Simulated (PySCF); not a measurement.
C₂H₇NOSi, SMILES OC/C=N/[SiH3].

Geometry: PBE-D3(BJ)/def2-SVP. The structure was generated by enumeration; whether it is a known compound was not checked. One conformer was computed; it need not be the lowest.

The numbers are results of PBE-D3(BJ)/def2-SVP (PySCF), not measurements.

Frequencies are harmonic and unscaled.

Computed vibrational spectrum:
| mode | ν (cm⁻¹) | IR (km/mol) | moving atoms (share of kinetic energy) |
|---|---|---|---|
| 1 | 66 | 4.6 | H 45 %, C 27 %, O 24 % |
| 2 | 124 | 0.0 | H 26 %, N 23 %, O 22 %, Si 15 %, C 14 % |
| 3 | 163 | 5.0 | H 45 %, N 45 % |
| 4 | 173 | 1.4 | H 51 %, C 27 %, N 16 % |
| 5 | 358 | 84.9 | H 59 %, C 19 %, Si 11 %, O 10 % |
| 6 | 367 | 15.3 | H 55 %, C 34 % |
| 7 | 420 | 48.8 | O 38 %, H 21 %, C 17 %, Si 16 %, N 8 % |
| 8 | 658 | 55.1 | H 79 %, Si 11 % |
| 9 | 678 | 57.3 | H 77 %, Si 11 %, N 9 % |
| 10 | 749 | 28.8 | H 39 %, N 38 %, Si 13 %, C 10 % |
| 11 | 824 | 9.8 | H 43 %, N 27 %, C 20 % |
| 12 | 904 | 85.1 | H 95 % |
| 13 | 907 | 51.0 | H 97 % |
| 14 | 916 | 276.7 | H 89 %, Si 10 % |
| 15 | 995 | 21.6 | H 56 %, C 38 % |
| 16 | 1062 | 5.4 | C 68 %, H 29 % |
| 17 | 1078 | 82.2 | C 43 %, O 41 %, H 15 % |
| 18 | 1154 | 12.6 | H 86 %, C 13 % |
| 19 | 1274 | 1.9 | H 79 %, C 18 % |
| 20 | 1334 | 5.0 | H 77 %, C 14 % |
| 21 | 1348 | 50.8 | H 78 %, C 15 % |
| 22 | 1400 | 10.1 | H 92 % |
| 23 | 1715 | 186.8 | C 55 %, N 42 % |
| 24 | 2110 | 124.6 | H 97 % |
| 25 | 2179 | 89.2 | H 97 % |
| 26 | 2180 | 97.9 | H 96 % |
| 27 | 2844 | 64.8 | H 92 % |
| 28 | 2931 | 31.3 | H 94 % |
| 29 | 2991 | 14.4 | H 91 %, C 9 % |
| 30 | 3701 | 22.9 | H 94 % |
